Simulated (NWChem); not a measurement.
System: GeHOBr, singlet; SMILES [OH][Ge][Br]

Input file for NWChem:

```
start job
memory heap 200 mb stack 900 mb global 1100 mb
geometry units angstroms noautoz
  Ge     0.335304     1.004555     0.000000
  Br     0.018009    -1.322549     0.000000
  O     -1.390449     1.455685     0.000000
  H     -1.519037     2.413532     0.000000
end
basis spherical
  Ge library def2-tzvp
  Br library def2-tzvp
  O library def2-tzvp
  H library def2-tzvp
end
dft
  xc xpbe96 cpbe96
  iterations 150
  mulliken
end
task dft energy
```

Low-valent species are run as closed-shell singlets; no triplet was tried in these runs. Coordinates come from a PBE0/def2-SVP optimisation.

Task: Give the results of this calculation. (PBE/def2-TZVP.) Quantities: energy (Ha); highest occupied level (eV); orbital gap (eV); dipole (D).

Result: 
- energy (Ha): -4726.32
- highest occupied level (eV): -6.45
- orbital gap (eV): 3.30
- dipole (D): 3.09
